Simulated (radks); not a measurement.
Results of a calculation; reference values are marked as such.
All-electron atom: Kr XXIV in [He] 2s2 2p4 3s2 3p1 4f2 (not the ground configuration).

Level of theory: Dirac Kohn-Sham, PBEsol, spin-unpolarised, spherical densities, point nucleus; open shells fill j = l - 1/2 first (a radial shooting solver on a logarithmic mesh with Libxc functionals).

Energy parts (eV):
total: -62165.760
kinetic: 64218.811
electron-nucleus: -134577.200
Hartree: 9672.261
exchange-correlation: -1479.633

Orbitals (lengths in bohr, moments of r in powers of bohr; <r^-3> diverges for s and p1/2; r(90%) holds 90 % of the orbital's charge):
orbital  occ.  eigenvalue (eV)  r(90%)  <r^-3>
1s1/2       2        -15493.42  0.0741       -
2s1/2       2        -3046.667   0.273       -
2p1/2       2        -2902.483   0.245       -
2p3/2       2        -2843.889   0.250    1545
3s1/2       2        -1140.951   0.632       -
3p1/2       1        -1089.786   0.617       -
3p3/2       0        -1075.758   0.625   373.8
3d3/2       0        -1002.533   0.564   63.05
3d5/2       0        -999.1472   0.566   60.96
4s1/2       0        -581.7069    1.16       -
4f5/2       2        -499.5664    1.02   6.752
4f7/2       0        -499.1059    1.02   6.699

The highest occupied level is 4f5/2 at -499.57 eV. The configuration is held as typed, so some empty levels lie below it. Summed over all electrons, <r^2> = 1.914 bohr^2, which gives a Langevin (diamagnetic) susceptibility term of -1.52 x 10^-6 cm^3/mol.
